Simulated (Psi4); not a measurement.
F$_{2}$Sn, singlet, geometry from GFN2-xTB (such geometries of metal compounds can be far from the true shape) (core potentials on Sn); R2SCAN/def2-SV(P) run with Psi4.

Input for Psi4:
```
memory 2 GB

molecule {
0 1
  Sn    0.01449829   -0.00777246    0.34340333
  F     0.74067978    1.44200224   -0.95472046
  F    -0.82122585   -1.39882190   -0.95307583
}

set basis def2-sv(p)
set dft_radial_scheme mura

energy('r2scan')
print_variables()
```

It wrote (shortened):

```
   => Loading Basis Set <=

    Name: DEF2-SV(P)
    Role: ORBITAL
    Keyword: BASIS

    !!!  WARNING: ECP capability is in beta. Please check occupations closely.  !!!

         ---------------------------------------------------------
                                   SCF
               by Justin Turney, Rob Parrish, Andy Simmonett
                          and Daniel G. A. Smith
                              RKS Reference
         ---------------------------------------------------------

  ==> Geometry <==

    Molecular point group: cs
    Full point group: Cs

    Geometry (in Angstrom), charge = 0, multiplicity = 1:

       Center              X                  Y                   Z               Mass
    ------------   -----------------  -----------------  -----------------  -----------------
         SN          -0.000158734979    -0.312540483550     0.000000000000   119.902201630000
         F           -1.620442572200     0.987071727144     0.000000000000    18.998403162730
         F            1.621444376049     0.985425211421     0.000000000000    18.998403162730

  Running in cs symmetry.

  Rotational constants: A =      0.34636  B =      0.16885  C =      0.11351 [cm^-1]
  Rotational constants: A =  10383.53100  B =   5062.14116  C =   3403.08270 [MHz]
  Nuclear repulsion =  114.109972606669515

  Charge       = 0
  Multiplicity = 1
  Electrons    = 40
  Nalpha       = 20
  Nbeta        = 20

  ==> Algorithm <==

  SCF Algorithm Type is DF.
  DIIS enabled.
  MOM disabled.
  Fractional occupation disabled.
  Guess Type is SAD.
  Energy threshold   = 1.00e-06
  Density threshold  = 1.00e-06
  Integral threshold = 1.00e-12

  ==> Primary Basis <==

  Basis Set: DEF2-SV(P)
    Blend: DEF2-SV(P)
    Number of shells: 22
    Number of basis functions: 54
    Number of Cartesian functions: 58
    Spherical Harmonics?: true
    Max angular momentum: 2

  Core potential: DEF2-SV(P)
    Number of shells: 4
    Number of ECP primitives: 18
    Number of ECP core electrons: 28
    Max angular momentum: 3

  ==> DFT Potential <==

   => LibXC <=

    Version 7.1.2
    S. Lehtola, C. Steigemann, M. J. T. Oliveira, and M. A. L. Marques,  SoftwareX 7, 1–5 (2018) (10.1016/j.softx.2017.11.002)

   => Composite Functional: R2SCAN <=

    r2SCAN Meta-GGA XC Functional  (0.1021/acs.jpclett.0c02405)
    J. W. Furness, A. D. Kaplan, J. Ning, J. P. Perdew, J. Sun  J. Phys. Chem. Lett.  11, 8208–8215, 2020

    Deriv               =              1
[...]
   @DF-RKS iter   6:  -413.88389980789970   -6.62381e-04   1.85365e-04 DIIS/ADIIS
   @DF-RKS iter   7:  -413.88392239862560   -2.25907e-05   2.36776e-05 DIIS
   @DF-RKS iter   8:  -413.88392297754348   -5.78918e-07   3.64924e-06 DIIS
   @DF-RKS iter   9:  -413.88392299114054   -1.35971e-08   1.33016e-06 DIIS
   @DF-RKS iter  10:  -413.88392299309885   -1.95831e-09   9.07393e-08 DIIS
  Energy and wave function converged.

  ==> Post-Iterations <==

   Electrons on quadrature grid:
      Ntotal   =   39.9999096989 ; deviation = -9.030e-05

    Orbital Energies [Eh]
    ---------------------

    Doubly Occupied:

[...]
    Virtual:

[...]
      38Ap    51.673892

    Final Occupation by Irrep:
             Ap   App
    DOCC [    15,    5 ]
    NA   [    15,    5 ]
    NB   [    15,    5 ]

  @DF-RKS Final Energy:  -413.88392299309885

   => Energetics <=

    Nuclear Repulsion Energy =            114.1099726066695155
    One-Electron Energy =                -883.8108452139883866
    Two-Electron Energy =                 394.8195225330613312
    DFT Exchange-Correlation Energy =     -39.0025729188413450
    Empirical Dispersion Energy =           0.0000000000000000
    VV10 Nonlocal Energy =                  0.0000000000000000
    Total Energy =                       -413.8839229930988495

Computation Completed

Properties will be evaluated at   0.000000,   0.000000,   0.000000 [a0]

Properties computed using the SCF density matrix

 Multipole Moments:

 ------------------------------------------------------------------------------------
     Multipole            Electronic (a.u.)      Nuclear  (a.u.)        Total (a.u.)
 ------------------------------------------------------------------------------------

 L = 1.  Multiply by 2.5417464519 to convert [e a0] to [Debye]
 Dipole X            :         -0.0112086            0.0104390           -0.0007696
 Dipole Y            :        -22.0689073           20.5537608           -1.5151465
 Dipole Z            :          0.0000000            0.0000000            0.0000000
 Magnitude           :                                                    1.5151467

 ------------------------------------------------------------------------------------

  Variable Map:
  ----------------------------------------------------------------------------
[...]
  Array Variable Map:
  ----------------------------------------------------------------------------
[...]
[...]
```
